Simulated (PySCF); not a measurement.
Gas-phase reaction: 2 GaH + Cl2 + H2 → 2 GaH2Cl

Computed with PySCF and rigid-rotor harmonic-oscillator thermochemistry at 1 bar. † marks an energy on the PBE0/def2-TZVP geometry and frequencies; other levels use their own. MP2 and CCSD(T) freeze the core. All species are closed-shell singlets. Ga: all electrons, no relativistic terms. GaH, GaH2Cl: computed as isolated molecules; such fragments, hydroxides, amides, oligomers or adducts are transient or little studied in the gas. MP2 isn't extrapolated to the basis-set limit. CCSD(T) isn't extrapolated to the basis-set limit.

```tsv
level	ΔH°(298 K), kJ
CCSD(T)/def2-SVP†	[?]
CCSD(T)/def2-TZVPP†	-588
HF/def2-TZVP†	[?]
MP2/def2-SVP†	-650
PBE0/def2-QZVP†	-576
PBE0/def2-TZVP	[?]
ωB97M-V/def2-TZVP†	-564
```

Q: What belongs in the gaps?

A: 
- CCSD(T)/def2-SVP†, ΔH°(298 K), kJ: -599
- HF/def2-TZVP†, ΔH°(298 K), kJ: -585
- PBE0/def2-TZVP, ΔH°(298 K), kJ: -577
